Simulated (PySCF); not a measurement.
**Working out the ionisation energy of Se⁺**

Se⁺ [Ar] 3d10 4s2 4p3 (4S) → Se²⁺ [Ar] 3d10 4s2 4p2 (3P). Calculation: PySCF 2.14, in jorge-DZP-DKH (8s6p2d1f, 43 functions); the spin-free X2C one-electron Hamiltonian (Gaussian nucleus). Frozen: [Ar] 3d10. Energies in hartree (1 hartree = 27.21139 eV):

```
            part   Se⁺ (lower)  Se²⁺ (upper)
             UHF  -2427.622540  -2426.853698
CCSD correlation     -0.032693     -0.035995
             (T)     -0.000200     -0.000191
```

Task: What does Hartree-Fock give?

Result: (-2426.853698) − (-2427.622540) = 0.768842 hartree = 20.921 eV.

Task: What do CCSD and CCSD(T) give?

Result: The CCSD correlation energies differ by -0.003302 hartree = -0.090 eV and the triples by 0.000009 hartree = 0.000 eV, so CCSD gives 20.831 eV and CCSD(T) 20.831 eV.

Reference: 21.196 ± 0.01 eV (measured; NIST Atomic Spectra Database, ionization energies), between the lowest levels; spin-orbit coupling is absent from the calculation.

A double-zeta basis recovers only part of the correlation energy.

What remains against the reference includes basis incompleteness, the frozen core and higher excitations.
